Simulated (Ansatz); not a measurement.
```xyz
10

C    -0.086   -0.814   -0.877
N    -0.531   -0.207    0.352
C     0.488    0.674    0.864
Ag   -2.400    0.656    0.231
H    -0.840   -1.501   -1.269
H     0.179   -0.102   -1.678
H     0.825   -1.404   -0.676
H     0.174    1.128    1.807
H     0.791    1.484    0.177
H     1.400    0.087    1.068
```

Total charge 0; spin multiplicity 1. Ag takes the def2 core potential.

List the B3LYP/def2-TZVPP orbital energies in eV (the Gaussian-basis code of Ansatz). (Best estimate.)

The calculation gave: Occupied: -388.91, -276.85, -276.85, -101.72, -63.51, -63.38, -63.35, -23.66, -18.69, -16.00, -12.30, -11.82, -11.67, -10.15, -9.69, -9.56, -9.15, -8.96, -8.95, -8.92, -6.85, -5.12. Lowest empty: -2.69, -0.09, -0.03, 1.06, 2.08, 2.74, 2.81, 3.33.

B3LYP here is the variant with VWN-RPA as its local correlation; programs differ in this.
